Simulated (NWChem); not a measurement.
Program: NWChem. System: H5BGe, charge 0, spin multiplicity 1, at a geometry optimised with B3LYP/def2-SVP. The structure started from a generated list of species. Level: B3LYP/pcseg-1, VWN1-RPA local correlation.

Job file:

```
start mol
memory heap 200 mb stack 900 mb global 1100 mb
geometry units angstroms nocenter noautoz noautosym
  B     -1.688579    -0.084476    -0.389817
  Ge     0.326007     0.015045     0.070004
  H      1.163018    -1.158485    -0.484498
  H      0.976396     1.335326    -0.403249
  H      0.460538    -0.016802     1.614553
  H     -2.381285     0.896298    -0.281817
  H     -2.208000    -1.115390    -0.736031
end
basis spherical
  * library pcseg-1
end
dft
  xc b3lyp
  semidirect memsize 60000000 filesize 0
  iterations 100
end
task dft energy
```

Output (cleaned and shortened):

```
             Northwest Computational Chemistry Package (NWChem) 7.3.0
             --------------------------------------------------------

                                NWChem Input Module
                                -------------------

 Scaling coordinates for geometry "geometry" by  1.889725989
 (inverse scale =  0.529177249)

                             Geometry "geometry" -> ""
                             -------------------------

 Output coordinates in angstroms (scale by  1.889725989 to convert to a.u.)

  No.       Tag          Charge          X              Y              Z
 ---- ---------------- ---------- -------------- -------------- --------------
    1 B                    5.0000    -1.68857900    -0.08447600    -0.38981700
    2 Ge                  32.0000     0.32600700     0.01504500     0.07000400
    3 H                    1.0000     1.16301800    -1.15848500    -0.48449800
    4 H                    1.0000     0.97639600     1.33532600    -0.40324900
    5 H                    1.0000     0.46053800    -0.01680200     1.61455300
    6 H                    1.0000    -2.38128500     0.89629800    -0.28181700
    7 H                    1.0000    -2.20800000    -1.11539000    -0.73603100

 Effective nuclear repulsion energy (a.u.)      94.3192344165

            Nuclear Dipole moment (a.u.)
            ----------------------------
        X                 Y               Z
 ---------------- ---------------- ----------------
    -0.0000075589     0.0000132281     0.0000018897


 Summary of "ao basis" -> "" (spherical)
 ------------------------------------------------------------------------------
       Tag                 Description            Shells   Functions and Types
 ---------------- ------------------------------  ------  ---------------------
 *                          pcseg-1                   on all atoms

                                 NWChem DFT Module
                                 -----------------

 Summary of "ao basis" -> "ao basis" (spherical)
 ------------------------------------------------------------------------------
[...]
 Vector   21  Occ=2.000000D+00  E=-3.016665D-01
              MO Center= -6.7D-01, -2.9D-02, -1.3D-01, r^2= 2.9D+00
   Bfn.  Coefficient  Atom+Function         Bfn.  Coefficient  Atom+Function
  ----- ------------  ---------------      ----- ------------  ---------------
     4      0.403648  1 B  px                26     -0.316530  2 Ge px
    29     -0.241109  2 Ge px                23      0.192907  2 Ge px
    62     -0.149981  7 H  s                 57     -0.146620  6 H  s
    52     -0.144972  5 H  s                  7      0.120957  1 B  px
    47     -0.121390  4 H  s                 42     -0.112406  3 H  s

 Vector   22  Occ=0.000000D+00  E=-9.675456D-02
              MO Center= -1.5D+00, -6.3D-02, -3.2D-01, r^2= 2.7D+00
   Bfn.  Coefficient  Atom+Function         Bfn.  Coefficient  Atom+Function
  ----- ------------  ---------------      ----- ------------  ---------------
     9      0.520603  1 B  pz                 6      0.500042  1 B  pz
    53     -0.208276  5 H  s                 52     -0.133030  5 H  s
    48      0.132267  4 H  s                  8     -0.124736  1 B  py
     5     -0.120594  1 B  py                 4     -0.090250  1 B  px
     7     -0.090267  1 B  px                47      0.084282  4 H  s

 Vector   23  Occ=0.000000D+00  E= 4.294033D-02
              MO Center=  6.3D-01,  5.3D-03,  1.5D-01, r^2= 5.3D+00
   Bfn.  Coefficient  Atom+Function         Bfn.  Coefficient  Atom+Function
  ----- ------------  ---------------      ----- ------------  ---------------
    19      2.384250  2 Ge s                 43     -1.177850  3 H  s
    53     -1.107799  5 H  s                 48     -1.090431  4 H  s
    18      0.576162  2 Ge s                  7     -0.547363  1 B  px
    29      0.468185  2 Ge px                17     -0.426549  2 Ge s
    63     -0.228906  7 H  s                 58     -0.182613  6 H  s

 Vector   24  Occ=0.000000D+00  E= 4.885872D-02
              MO Center=  1.0D-01,  8.3D-03,  5.1D-02, r^2= 4.7D+00
   Bfn.  Coefficient  Atom+Function         Bfn.  Coefficient  Atom+Function
  ----- ------------  ---------------      ----- ------------  ---------------
    30      1.285491  2 Ge py                43      1.091744  3 H  s
    48     -0.934894  4 H  s                 63      0.573500  7 H  s
    31      0.438749  2 Ge pz                53     -0.396634  5 H  s
    58     -0.357040  6 H  s                  8      0.286288  1 B  py
    27      0.248323  2 Ge py                42      0.179997  3 H  s

 center of mass
 --------------
 x =   0.07359901 y =   0.00257544 z =   0.01239004

 moments of inertia (a.u.)
 ------------------
          39.258545423574          -7.883303900641         -39.316277465221
          -7.883303900641         206.985606396049          -3.599848310480
         -39.316277465221          -3.599848310480         205.641180384977

     Multipole analysis of the density
     ---------------------------------

     L   x y z        total         alpha         beta         nuclear
     -   - - -        -----         -----         ----         -------
     0   0 0 0     -0.000000    -21.000000    -21.000000     42.000000

     1   1 0 0     -0.190194     -0.095093     -0.095093     -0.000008
     1   0 1 0     -0.009612     -0.004813     -0.004813      0.000013
     1   0 0 1     -0.061294     -0.030648     -0.030648      0.000002

     2   2 0 0    -21.428606    -65.568191    -65.568191    109.707776
     2   1 1 0      0.074152     -2.011545     -2.011545      4.097243
     2   1 0 1     -0.234145    -11.016098    -11.016098     21.798051
     2   0 2 0    -21.204489    -19.915285    -19.915285     18.626081
     2   0 1 1     -0.314517     -1.518566     -1.518566      2.722616
     2   0 0 2    -19.936064    -18.077734    -18.077734     16.219404

 Task  times  cpu:        3.8s     wall:        3.8s

 Total times  cpu:        3.8s     wall:        3.8s
```
